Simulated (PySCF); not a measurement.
Job file and geometry (Å, from GFN2-xTB) of an NMR shielding run on `C[C@@H]([SiH2]C[SiH3])[SiH2]B(O)O`, C3H15BO2Si3, PySCF 2.14.0, density-fitted response routines, GIAO PBE0/pcSseg-1 NMR shielding, non-relativistic, gas phase; density fitting, a coarse starting grid and PySCF grid level 2 are the driver's defaults:

```
$ OMP_NUM_THREADS=1 python probes_run.py task.json out

{"job": {"kind": "nmr", "xc": "PBE0", "basis": "pcSseg-1"}, "charge": 0, "multiplicity": 1}
C      0.011452    -2.046435     1.012085
C     -0.371972    -0.682628     0.440707
Si     0.717052    -0.212229    -1.044396
C      2.561755    -0.205735    -0.571944
Si     3.016464     0.874196     0.919548
Si    -2.239998    -0.584531     0.024006
B     -2.725285     1.226258    -0.563704
O     -2.246942     2.287830     0.129930
O     -3.517711     1.376578    -1.652017
H     -0.612797    -2.295616     1.868079
H      1.051723    -2.062354     1.335829
H     -0.125252    -2.824931     0.264985
H     -0.191559     0.066396     1.219383
H      0.364171     1.132881    -1.530463
H      0.512687    -1.166240    -2.148459
H      3.133691     0.129418    -1.437159
H      2.885834    -1.228420    -0.379974
H      2.500904     0.289733     2.160532
H      2.475195     2.225787     0.754090
H      4.477982     0.968818     1.032255
H     -2.952137    -1.045391     1.239830
H     -2.522064    -1.645077    -0.963304
H     -2.481178     3.170406    -0.170373
H     -3.733749     2.271052    -1.931909
```

**Question.** Write the output of this run.

**Answer.** 
```
coarse grid: 20688 points
cycle   1  E = -1166.2110310848  dE =  6.290e-01  |g| = 9.379e-01  |ddm| = 4.282e+00
cycle   2  E = -1166.0811662034  dE =  1.299e-01  |g| = 1.255e+00  |ddm| = 1.506e+00
cycle   3  E = -1166.3811007290  dE = -2.999e-01  |g| = 7.480e-02  |ddm| = 8.996e-01
cycle   4  E = -1166.3821903047  dE = -1.090e-03  |g| = 2.449e-02  |ddm| = 8.389e-02
cycle   5  E = -1166.3823280676  dE = -1.378e-04  |g| = 7.252e-03  |ddm| = 2.839e-02
cycle   6  E = -1166.3823392807  dE = -1.121e-05  |g| = 2.564e-03  |ddm| = 7.796e-03
cycle   7  E = -1166.3823406999  dE = -1.419e-06  |g| = 4.617e-04  |ddm| = 2.400e-03
final grid: 183608 points
cycle   8  E = -1166.4507151867  dE = -4.547e-05  |g| = 9.048e-03  |ddm| = 2.851e-02
cycle   9  E = -1166.4507010889  dE =  1.410e-05  |g| = 1.208e-02  |ddm| = 1.629e-02
cycle  10  E = -1166.4507336715  dE = -3.258e-05  |g| = 7.377e-04  |ddm| = 9.569e-03
cycle  11  E = -1166.4507337788  dE = -1.073e-07  |g| = 2.720e-04  |ddm| = 8.622e-04
cycle  12  E = -1166.4507337923  dE = -1.352e-08  |g| = 9.818e-05  |ddm| = 2.319e-04
cycle  13  E = -1166.4507337941  dE = -1.803e-09  |g| = 2.529e-05  |ddm| = 8.967e-05
cycle  14  E = -1166.4507337942  dE = -1.135e-10  |g| = 7.445e-06  |ddm| = 2.159e-05
converged SCF energy = -1166.4507337942

GIAO shielding tensors (ppm)
atom      isotropic    diamagn.    paramagn.     s11        s22        s33       span
  0 C      171.378     247.457     -76.079    161.851    164.361    187.921     26.069
  1 C      187.669     258.928     -71.259    177.859    187.641    197.506     19.647
  2 Si     383.411     883.733    -500.322    340.692    378.606    430.933     90.241
  3 C      200.960     258.388     -57.428    196.683    198.099    208.098     11.415
  4 Si     425.479     880.053    -454.574    397.801    408.576    470.061     72.260
  5 Si     416.342     882.113    -465.771    378.408    387.232    483.386    104.978
  6 B       71.201     201.347    -130.146     53.581     63.333     96.689     43.108
  7 O      190.374     391.475    -201.101     86.213    235.121    249.788    163.575
  8 O      184.752     382.460    -197.708     79.800    230.038    244.418    164.619
  9 H       30.264      30.470      -0.206     24.926     28.144     37.722     12.796
 10 H       30.252      32.070      -1.818     23.986     30.134     36.635     12.648
 11 H       30.776      31.068      -0.292     27.086     28.026     37.217     10.131
 12 H       31.383      36.899      -5.516     27.264     29.768     37.118      9.854
 13 H       27.504      33.788      -6.284     23.087     27.756     31.668      8.581
 14 H       27.456      32.221      -4.765     23.268     26.706     32.393      9.125
 15 H       31.972      30.691       1.281     26.097     28.866     40.952     14.855
 16 H       31.630      32.266      -0.636     26.790     29.412     38.688     11.898
 17 H       27.730      30.379      -2.649     23.726     27.578     31.886      8.160
 18 H       27.879      30.242      -2.363     24.145     26.771     32.721      8.576
 19 H       27.610      28.444      -0.834     23.798     25.038     33.994     10.197
 20 H       27.733      29.484      -1.751     24.303     25.914     32.982      8.679
 21 H       28.067      30.256      -2.189     24.681     26.630     32.890      8.209
 22 H       27.783      31.812      -4.029     22.347     23.450     37.554     15.207
 23 H       27.719      29.360      -1.641     22.461     23.250     37.447     14.986
```

Size and cost of the density-fitted run: 249 basis functions, 2 min wall time on 1 thread of an Arm Neoverse N1, shared host; peak memory 1.2 GiB.
